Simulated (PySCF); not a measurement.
Al (aluminium, neutral) across methods

[Ne] 3s1 3p1 3d1, one real determinant (an excited configuration). All numbers are calculated (PySCF 2.14, the non-relativistic Hamiltonian (point nucleus), in dyall-av3z).

```json
{"method": "UHF", "E (hartree)": "-241.59953", "mean ε 3s α (eV)": "-16.012", "mean ε 3p α (eV)": "-9.663", "mean ε 3d α (eV)": "-1.496", "Σ⟨r²⟩ (bohr²)": "63.47", "⟨S²⟩": "3.750"}
{"method": "r2SCAN", "E (hartree)": "-242.0369", "mean ε 3s α (eV)": "-11.725", "mean ε 3p α (eV)": "-6.114", "mean ε 3d α (eV)": "-0.643", "Σ⟨r²⟩ (bohr²)": "59.70", "⟨S²⟩": "3.750"}
{"method": "r2SCAN0", "E (hartree)": "-242.0292", "mean ε 3s α (eV)": "-12.862", "mean ε 3p α (eV)": "-7.016", "mean ε 3d α (eV)": "-0.902", "Σ⟨r²⟩ (bohr²)": "60.23", "⟨S²⟩": "3.750"}
{"method": "PBE", "E (hartree)": "-241.9303", "mean ε 3s α (eV)": "-11.418", "mean ε 3p α (eV)": "-5.881", "mean ε 3d α (eV)": "-0.735", "Σ⟨r²⟩ (bohr²)": "59.53", "⟨S²⟩": "3.750"}
{"method": "MN15", "E (hartree)": "-242.0263", "mean ε 3s α (eV)": "-12.513", "mean ε 3p α (eV)": "-6.381", "mean ε 3d α (eV)": "-0.647", "Σ⟨r²⟩ (bohr²)": "56.61", "⟨S²⟩": "3.750"}
{"method": "PBEsol", "E (hartree)": "-241.4453", "mean ε 3s α (eV)": "-11.389", "mean ε 3p α (eV)": "-5.810", "mean ε 3d α (eV)": "-0.684", "Σ⟨r²⟩ (bohr²)": "59.29", "⟨S²⟩": "3.750"}
{"method": "PBE0", "E (hartree)": "-241.9486", "mean ε 3s α (eV)": "-12.672", "mean ε 3p α (eV)": "-6.901", "mean ε 3d α (eV)": "-1.001", "Σ⟨r²⟩ (bohr²)": "60.46", "⟨S²⟩": "3.750"}
{"method": "LDA", "E (hartree)": "-241.0108", "mean ε 3s α (eV)": "-11.490", "mean ε 3p α (eV)": "-5.814", "mean ε 3d α (eV)": "-0.654", "Σ⟨r²⟩ (bohr²)": "58.93", "⟨S²⟩": "3.750"}
{"method": "revPBE", "E (hartree)": "-242.0199", "mean ε 3s α (eV)": "-11.382", "mean ε 3p α (eV)": "-5.890", "mean ε 3d α (eV)": "-0.770", "Σ⟨r²⟩ (bohr²)": "59.79", "⟨S²⟩": "3.750"}
```

⟨L²⟩ = 8.03 against 12 for a pure F term, so this real determinant mixes terms. The outer electron is Rydberg-like, and this basis confines it to a smaller radius and binds it less than a complete one would.
